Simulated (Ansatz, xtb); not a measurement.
## Relative energy of two isomers of C5H5ClO

We compare X, `ClC1=COC=CC1`, a singlet, with Y, `ClC1=CCC=CO1`, a singlet. Both are isolated molecules in the gas phase, relaxed with B3LYP-D3(BJ)/def2-SVP.

Energies in hartree; the thermal terms are from GFN2-xTB frequencies at re-optimised GFN2-xTB minima (ideal gas, soft modes damped towards free rotors, one conformer each, 298.15 K, 1 atm) and include the zero-point energy:

|  | X | Y |
| --- | --- | --- |
| E, CCSD(T)/def2-SVP | −727.273153 | −727.271247 |
| E, MP2/def2-SVP | −727.183386 | −727.181885 |
| E, MP2/def2-TZVPP | −727.890020 | −727.888913 |
| zero-point energy | 0.086281 | 0.086093 |
| H(298 K) − E | 0.093504 | 0.093370 |
| G(298 K) − E | 0.055435 | 0.055159 |

Problem. Correct the CCSD(T) difference for the basis set by the MP2 change, then work out ΔE, ΔE₀, ΔH and ΔG for X → Y in kJ/mol (1 Eh = 2625.50 kJ/mol) and the equilibrium ratio [Y]/[X].

Solution. 1. Differences Y − X: CCSD(T) +0.001906, MP2 in the small set +0.001501, MP2 in the large set +0.001107 Eh.
2. ΔE = +0.001906 + (+0.001107 − (+0.001501)) = +0.001512 Eh = +3.97 kJ/mol.
3. ΔE₀ = ΔE + ΔZPE = +0.001512 + (−0.000188) Eh = +3.48 kJ/mol.
4. ΔH = ΔE + (−0.000134) Eh = +3.62 kJ/mol.
5. ΔG = ΔE + (−0.000276) Eh = +3.25 kJ/mol, so ΔS = (ΔH − ΔG)/T = +1.3 J/(mol K).
6. kT = 0.9442 mEh, so K = [Y]/[X] = exp(−ΔG/kT) = exp(−1.31) ≈ 0.27.

The two are too close for this level to say which is favoured. An error of 4 kJ/mol in ΔG would change K by a factor of 5. Mirror images and further conformers aren't counted.

As drawn, both hold the same kinds of bond in the same numbers.

Other levels gave ΔE = +4.8 (GFN2-xTB); +2.9 (HF/STO-3G, GFN2-xTB geometries); +4.5 (r2SCAN-D4/def2-SVP, GFN2-xTB geometries); +5.5 (B3LYP-D3(BJ)/def2-SVP); +6.0 (HF/def2-SVP); +3.9 (MP2/def2-SVP); +5.0 (CCSD(T)/def2-SVP) kJ/mol. The correlated steps freeze 11 core orbitals. Programs: Ansatz 0.2.0, xtb 6.7.1.
